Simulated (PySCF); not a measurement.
Ge(H)(F)2(Et), SMILES C[CH2][GeH]([F])[F] (PBE0/def2-SVP optimised geometry):

```
11

Ge    -1.413     0.349     0.000
F     -1.961    -0.574     1.366
F     -1.954    -0.573    -1.369
C      0.519     0.349     0.000
C      1.099    -1.061    -0.061
H     -2.199     1.664     0.000
H      0.844     0.959    -0.859
H      0.844     0.884     0.907
H      0.777    -1.586    -0.973
H      2.199    -1.036    -0.056
H      0.772    -1.664     0.800
```

Calculation: PBE0/def2-TZVP run with PySCF.

Task: What are the frontier orbital energies and the dipole moment?

Result: HOMO-2 -10.52 eV, HOMO-1 -10.31 eV, HOMO -8.91 eV, LUMO 0.59 eV, LUMO+1 0.64 eV; dipole moment 3.21 D.

On the same geometry PBE/def2-TZVP (PySCF 2.14.0) gives HOMO-2 -8.84 eV, HOMO-1 -8.81 eV, HOMO -7.53 eV, LUMO -0.40 eV, LUMO+1 -0.25 eV; dipole moment 3.06 D.

Meta-Löwdin charges at PBE0/def2-TZVP: Ge1 1.23, F2 -0.51, F3 -0.51, C4 -0.42, C5 -0.34, H6 -0.08, H7 0.13, H8 0.13, H9 0.12, H10 0.12, H11 0.12.
